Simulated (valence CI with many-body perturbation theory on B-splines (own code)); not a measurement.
## Ladder of approximations for Sn¹⁹⁺

Calculated by valence CI with perturbative core correlation (CI+MBPT): three valence electrons over a frozen Dirac-Fock core [Ar] 3d10, a basis of 11 s, 11 p, 9 d, 7 f, 5 g, 2 h, 1 i functions for each j, with the one-electron correlation potential Σ1, the two-electron term Σ2, the three-electron term Σ3, Breit, model QED; selected CI, second order for the rest (own B-spline code, finite nucleus).

No measured spectrum was set against this ion. As an estimate, levels hold to about 250 cm⁻¹ or 0.2 % of their energy and the worst to 1 %, as in measured heavy ions of charge 2 to 7; those with d or f electrons hold less well.

Each rung adds one term. CI alone is the Dirac-Coulomb CI over the frozen core; QED comes last and gives the full result, which names the levels. Energies are above 4s2 4p 2P°_1/2 on the same rung, in cm⁻¹.

Names give the largest LS component (configuration and term), which can be under half, so a name can repeat, a term be missing and a line seem to break the LS rules; names also repeat where a configuration has a term twice. Letters in brackets count levels of one name in rising energy.

```csv
Level,CI alone,+ Σ1,+ Σ2,+ Σ3,+ Breit,Full
4s2 4p 2P°_3/2,88526,89290,89554,89558,88280,88441
4s 4p2 4P_1/2,326811,327073,329687,329747,330697,328990
4s 4p2 4P_3/2,379719,380558,384090,384173,384116,382541
4s 4p2 4P_5/2,407993,408944,411766,411834,411525,409980
4s 4p2 2D_3/2,461623,462600,462913,462941,462659,461155
4s 4p2 2P_1/2,500353,501242,496429,496389,496512,494895
4s 4p2 2D_5/2,499220,500723,502726,502781,501520,500139
4s 4p2 2S_1/2,586976,588621,585633,585582,584423,582983
4s 4p2 2P_3/2,597951,599578,593735,593708,592528,591094
4s2 4d 2D_3/2,720538,721494,716651,716646,714495,714370
4s2 4d 2D_5/2,736008,737157,732499,732495,729812,729753
4p3 2P°_3/2 [a],823340,824419,822535,822585,823547,820306
4p3 4S°_3/2,884574,886317,885283,885367,885154,882079
4p3 2D°_5/2,887746,889452,890534,890627,890199,887240
4p3 2P°_1/2,942174,944011,941640,941641,941400,938335
4s 4p 4d 4F°_3/2,969512,970445,973524,973667,972655,970867
4s 4p 4d 4F°_5/2,986954,988013,990772,990914,989596,987846
4p3 2P°_3/2 [b],1000220,1002630,1001940,1001990,1000500,997701
4s 4p 4d 4F°_7/2,1015440,1016750,1019320,1019460,1017570,1015900
4s 4p 4d 4P°_5/2,1032020,1033200,1032130,1032210,1030720,1028970
4s 4p 4d 4D°_3/2,1039760,1040920,1039180,1039250,1037900,1036150
4s 4p 4d 4D°_1/2,1043250,1044350,1042150,1042220,1041010,1039270
4s 4p 4d 4F°_9/2,1067100,1068970,1072650,1072810,1069910,1068350
4s 4p 4d 2F°_5/2 [a],1079920,1081240,1079760,1079770,1078220,1076440
4s 4p 4d 2D°_3/2 [a],1088930,1090450,1088140,1088170,1086480,1084670
4s 4p 4d 4P°_1/2,1099090,1100800,1100580,1100660,1098440,1096830
4s 4p 4d 4D°_5/2,1102660,1104340,1103120,1103200,1100920,1099300
4s 4p 4d 4D°_7/2,1103330,1105090,1103850,1103940,1101370,1099780
4s 4p 4d 4P°_3/2,1103400,1105130,1104320,1104400,1102070,1100470
4s 4p 4d 2D°_5/2 [a],1125450,1127340,1126320,1126380,1123690,1122090
4s 4p 4d 2P°_3/2 [a],1164280,1165920,1160160,1160100,1158210,1156470
```

Task: How does the ionisation energy move along the ladder, and which term matters most?

Result: CI alone 537.86, + Σ1 539.27, + Σ2 539.08, + Σ3 539.04, + Breit 538.63, + QED 538.65 eV. The largest step is Σ1, 1.40 eV. NIST lists 537 ± 4 eV (theoretical).
